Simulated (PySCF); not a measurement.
A geometry optimisation on `FC([SiH2][SiH2][SiH3])F`.

Computed with PBE0-D3(BJ)/def2-SVP geometry optimisation, gas phase (PySCF 2.14.0). Start geometry: GFN2-xTB. The input is one job of a driver script: a line of settings, then coordinates in Å.

Input:
```
{"job": {"xc": "PBE0", "basis": "def2-SVP", "d3": "d3bj", "grid": 1, "kind": "geom"}, "charge": 0, "multiplicity": 1}
F     -0.855557     1.830967    -0.665952
C     -1.758365     0.839012    -0.397031
F     -1.705308    -0.001762    -1.474437
Si    -1.235054    -0.111970     1.211214
Si     0.853950    -1.006041     0.739856
Si     2.021654    -0.008308    -1.007238
H     -2.752025     1.304255    -0.407314
H     -1.340607     0.938366     2.230271
H     -2.383589    -0.998945     1.430387
H      1.605971    -0.969182     2.008380
H      0.657022    -2.449494     0.509993
H      3.361470    -0.592941    -1.139212
H      2.194761     1.426366    -0.777738
H      1.334999    -0.200797    -2.283345
```

Q: Estimate the output.

A: 
```
step   0  E = -1109.99965513  max force = 0.017898
step   1  E = -1110.00604862  max force = 0.002543
step   2  E = -1110.00641636  max force = 0.001508
step   3  E = -1110.00665467  max force = 0.000696
step   4  E = -1110.00674851  max force = 0.000746
step   5  E = -1110.00684784  max force = 0.000992
step   6  E = -1110.00691166  max force = 0.000768
step   7  E = -1110.00695553  max force = 0.000374
step   8  E = -1110.00698919  max force = 0.000517
step   9  E = -1110.00702136  max force = 0.000832
step  10  E = -1110.00705019  max force = 0.000757
step  11  E = -1110.00707308  max force = 0.000492
step  12  E = -1110.00708466  max force = 0.000238
optimisation converged
```

Energies in Eh; «max force» is the largest Cartesian gradient component in Eh/bohr.

Q: Give the first gradient maximum in eV/Å.

A: With 1 Eh/bohr = 51.422 eV/Å, 0.920 eV/Å.

Summary of the converged run: final energy -1110.00708 Eh after 12 steps; dipole 1.52 D.

The run took 1.7 min wall on one thread of an Arm Neoverse V1 (shared host).
Labels such as C1 count atoms from 1, the log's own numbers from 0.
